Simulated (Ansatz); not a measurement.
Total energies of C7H14 (`C=CCCC(C)C`).

Z-matrix (Å, degrees):
```
C
C 1 1.492
C 1 1.526 2 112.3
H 1 1.098 2 109.2 3 -120.4
H 1 1.093 2 109.3 3 123.1
C 2 1.325 1 125.2 3 -119.1
H 2 1.090 1 115.9 3 59.8
C 3 1.526 1 114.7 2 -173.8
H 3 1.097 1 108.7 2 -51.9
H 3 1.097 1 109.1 2 63.3
H 6 1.086 2 121.3 1 -0.8
H 6 1.084 2 121.7 1 179.3
C 8 1.522 3 110.3 1 173.7
C 8 1.522 3 112.3 1 -62.6
H 8 1.099 3 107.6 1 56.2
H 13 1.093 8 111.4 3 -177.8
H 13 1.093 8 111.4 3 -57.2
H 13 1.095 8 110.7 3 62.5
H 14 1.095 8 110.5 3 -59.3
H 14 1.093 8 110.9 3 -178.6
H 14 1.092 8 112.2 3 61.1
```

Total charge 0; spin multiplicity 1. All single points use the PBE0-D4/def2-TZVP geometry. It is one conformer, not always the lowest. Basis def2-TZVPP, the Gaussian-basis code of Ansatz.

RPA on PBE orbitals: Hartree–Fock energy of these orbitals -273.24857 Eh, correlation -2.03285 Eh (frozen core).

```tsv
functional	energy without D4 (Eh)	D4 term (kJ/mol)
LDA (SPW92)	-272.63432	–
PBE	-274.86051	-42.2
revPBE	-275.16648	-142.5
BLYP	-275.09033	-92.9
r2SCAN	-275.08103	-11.7
B97M-V	-275.27092	–
PBE0	-274.91330	-35.7
B3LYP	-275.27424	-66.4
r2SCANh	-275.07259	-12.1
r2SCAN0	-275.06127	-13.2
HSE06 (plane-wave form)	-274.89555	-32.9
BHLYP	-275.08002	-45.6
CAM-B3LYP	-275.09379	-35.6
LC-ωPBE	-275.08549	–
ωB97X-V	-275.18392	–
ωB97M-V	-275.09932	–
B2PLYP	-274.99027	–
PBE-QIDH	-274.87837	–
```

B3LYP takes the VWN-RPA correlation (the form of Gaussian; ORCA's B3LYP/G). HSE06 is the plane-wave form, built on full-range PBE exchange. The double hybrids freeze the cores in their second-order part.

LC-ωPBE has ω = 0.4 bohr⁻¹.
